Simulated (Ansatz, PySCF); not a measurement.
Caution: the highest occupied level lies above zero, so the state may not be bound. This triplet lies 0.27 eV above the relaxed singlet at the level B3LYP/aug-cc-pVTZ // B3LYP-D3(BJ)/def2-TZVPD (Ansatz, a first-principles code); other levels give the other order.

B3LYP has the VWN-RPA correlation part, as in Gaussian. 

C₂H₃BN, SMILES `[C-]#[N+][B-]C` (triplet; the order of the spin states depends on the level) (charge -1, multiplicity 3)

All values below come from B3LYP-D3(BJ)/def2-TZVPD (PySCF).

```json
{
 "highest_occupied_spin_orbital": "1.49 eV",
 "total_energy": "-157.6286 Ha",
 "cost": "about 80 core-seconds (a rough figure)"
}
```

Bonds (Å): C1–N2 1.199, N2–B3 1.395, B3–C4 1.587, C4–H5 1.093, C4–H6 1.103, C4–H7 1.103. Bond angles (°): C1–N2–B3 177.9, N2–B3–C4 128.3, B3–C4–H5 112.5, B3–C4–H6 112.1, B3–C4–H7 112.2, H5–C4–H6 106.7, H5–C4–H7 106.6, H6–C4–H7 106.3.
Charge -1, spin multiplicity 3.
